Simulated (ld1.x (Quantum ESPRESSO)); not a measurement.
## gold (Au) ultrasoft: all-electron and pseudo phase curves

Au, ultrasoft, made with ld1.x (Quantum ESPRESSO) 7.5 (PBE, scalar-relativistic). Core [Xe] 4f14, reference 5d8 6s0 6p0 (charge +3). Waves: 6s (bound, empty): rcut 1.70, rcutus 1.95 bohr; 6s channel at 1.75 Ry: rcut 1.70, rcutus 1.95 bohr; 6p (bound, empty): rcut 1.95, rcutus 2.45 bohr; 6p channel at 2.55 Ry: rcut 1.95, rcutus 2.45 bohr; 5d (bound): rcut 2.10, rcutus 2.20 bohr; 5d channel at -2.25 Ry: rcut 2.10, rcutus 2.20 bohr. Local part: all-electron potential smoothed inside 2.00 bohr (lloc = -1). Core correction: a·sin(br)/r model core, default radius (core density twice the valence density). Augmentation charge: PSQ, radius 1.80 bohr.

The phase is arctan(r·u′/u) with u = r·R(r), unwrapped; energies in Ry, scanned from -5 to 5 Ry. A pole is an energy at which the radial function vanishes at the test radius. The pseudo phase is shifted by a multiple of π to meet the all-electron one at the reference energy, and phase errors are pseudo minus all-electron; the curves can meet again beyond the range given. Levels narrower than the energy grid can be missing from the lists of poles. Where the grid stepped over a known ghost or core level, its pole and its step of π were put in at the level’s energy.

```
channel  radius (bohr)  reference energy (Ry)  poles, all-electron  poles, pseudo  unbroken range about the reference energy with phases within 0.05 rad  phase error 1 Ry above the reference energy (rad)
      s           2.65                  -2.45                -1.01   -3.83, -1.01                                                             above -3.8                                             -0.000
      p           2.65                  -1.74                 0.69     0.67, 4.58                                                              below 3.9                                             -0.001
      d           2.65                  -2.99          -2.77, 3.50    -2.77, 3.28                                                        the whole range                                             -0.000
```

Note: ghost state, extra bound levels that the all-electron valence spectrum of the same l lacks: s at -52.1 eV. A true bound ghost makes a file unfit for plane-wave use.

Phases in the d channel:

| E (Ry) | all-electron | pseudo |
| --- | --- | --- |
| -5.00 | 1.345 | 1.345 |
| -4.74 | 1.332 | 1.332 |
| -4.48 | 1.315 | 1.315 |
| -4.22 | 1.292 | 1.292 |
| -3.96 | 1.258 | 1.258 |
| -3.70 | 1.199 | 1.199 |
| -3.44 | 1.058 | 1.057 |
| -3.18 | 0.228 | 0.227 |
| -2.92 | -1.406 | -1.406 |
| -2.66 | -1.635 | -1.635 |
| -2.40 | -1.719 | -1.719 |
| -2.14 | -1.772 | -1.772 |
| -1.88 | -1.817 | -1.817 |
| -1.62 | -1.861 | -1.861 |
| -1.36 | -1.911 | -1.911 |
| -1.10 | -1.973 | -1.974 |
| -0.84 | -2.057 | -2.058 |
| -0.58 | -2.181 | -2.183 |
| -0.32 | -2.379 | -2.386 |
| -0.06 | -2.717 | -2.733 |
| 0.20 | -3.233 | -3.262 |
| 0.46 | -3.746 | -3.775 |
| 0.72 | -4.079 | -4.101 |
| 0.98 | -4.273 | -4.291 |
| 1.24 | -4.394 | -4.408 |
| 1.50 | -4.474 | -4.487 |
| 1.76 | -4.531 | -4.543 |
| 2.02 | -4.575 | -4.587 |
| 2.28 | -4.609 | -4.621 |
| 2.54 | -4.637 | -4.649 |
| 2.80 | -4.661 | -4.674 |
| 3.06 | -4.682 | -4.696 |
| 3.32 | -4.700 | -4.715 |
| 3.58 | -4.717 | -4.734 |
| 3.84 | -4.733 | -4.753 |
| 4.10 | -4.749 | -4.771 |
| 4.36 | -4.764 | -4.790 |
| 4.62 | -4.779 | -4.810 |
| 4.88 | -4.795 | -4.833 |
